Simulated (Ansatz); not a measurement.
Clusters of 3 atoms, alloy: PBE-D4/def2-TZVPD single points in Ansatz on relaxed structures, gas phase. Each cluster is the lowest isomer that a short search found in that spin, judged at the geometry's level, and lower ones may exist. Core potentials for Ag, Au, Bi, Pb, Pd, Ru, Sn, no spin–orbit coupling. HOMO and LUMO are taken over both spins. Binding counts from free atoms in the multiplicity of their measured ground term, without zero-point energy. Singlets are spin-restricted. A dash marks a value that wasn't run or was left out as unsound. The structures are stationary points that may keep the symmetry of their start. Remarks come from the PBE and PBE0 runs and from stability tests at other levels; not every state was tested. A HOMO above zero means that the electron is unbound at that level and held by the basis, or that self-interaction error raises the level; the energy of removing that electron tells which. HOMO above LUMO (over both spins in singlets and doublets, within one spin in higher multiplets; at PBE or PBE0), or a gap under 0.15 eV within one spin, warns that the state may not be the lowest or that an electron is smeared out.

| species | atoms | state | geometry | HOMO (eV) | LUMO (eV) | gap (eV) | binding per atom (eV) | lowest of the spins relaxed | point group (within 0.1 Å) | remarks |
| --- | --- | --- | --- | --- | --- | --- | --- | --- | --- | --- |
| NaPb2⁻ | 3 | singlet | B3LYP-D4/def2-TZVPD | 0.33 | – | – | – | singlet, of singlet/triplet/quintet | C2v | HOMO above zero at PBE or PBE0, HOMO above zero (triplet), HOMO above zero (quintet) |
| KBi2 | 3 | doublet | r2SCAN-D4/def2-TZVP | -3.00 | -2.59 | 0.41 | 1.37 | – | – | – |
| Cu2Pd | 3 | singlet | PBE0-D4/def2-TZVP | -4.21 | -3.04 | 1.18 | 1.51 | – | C2v | gap within one spin near zero at PBE or PBE0 (triplet), HOMO above LUMO (triplet) |
| CuSn2 | 3 | doublet | PBE-D4/def2-TZVP | -4.23 | -4.12 | 0.11 | 1.78 | – | C2v | near-degenerate levels, gap within one spin near zero |
| AgGe2 | 3 | doublet | PBE-D4/def2-TZVP | -4.55 | -4.36 | 0.18 | 1.92 | – | C2v | gap within one spin near zero |
| Al2Ru⁻ | 3 | doublet | B3LYP-D4/def2-TZVPD | 0.21 | – | – | – | doublet, of doublet/quartet | C2v | HOMO above zero at PBE or PBE0, spin-contaminated (⟨S²⟩ up to 0.96), HOMO above zero (quartet), spin-contaminated (⟨S²⟩ up to 3.93) (quartet) |
| CuAu2 | 3 | doublet | PBE0-D4/def2-TZVP | -4.60 | -4.08 | 0.52 | 1.36 | – | C2v | – |

(1) Estimate the rows for Ag2Se⁻ (doublet, r2SCAN-D4/def2-TZVPD geometry); AgAu2⁻ (singlet, PBE0-D4/def2-TZVPD geometry); Zn2Cu (doublet, PBE-D4/def2-TZVP geometry).

(1) 
```csv
species,atoms,state,geometry,HOMO (eV),LUMO (eV),gap (eV),binding per atom (eV),lowest of the spins relaxed,point group (within 0.1 Å),remarks
Ag2Se⁻,3,doublet,r2SCAN-D4/def2-TZVPD,0.58,–,–,–,"doublet, of doublet/quartet",C2v,"HOMO above zero at PBE or PBE0, HOMO above zero (quartet)"
AgAu2⁻,3,singlet,PBE0-D4/def2-TZVPD,-1.22,–,–,–,"singlet, of singlet/triplet/quintet",D∞h,"HOMO above zero (triplet), HOMO above zero (quintet)"
Zn2Cu,3,doublet,PBE-D4/def2-TZVP,-3.79,-3.20,0.59,0.48,–,D∞h,–
```

The gap (eV) runs from 0.11 (CuSn2) to 1.18 (Cu2Pd).
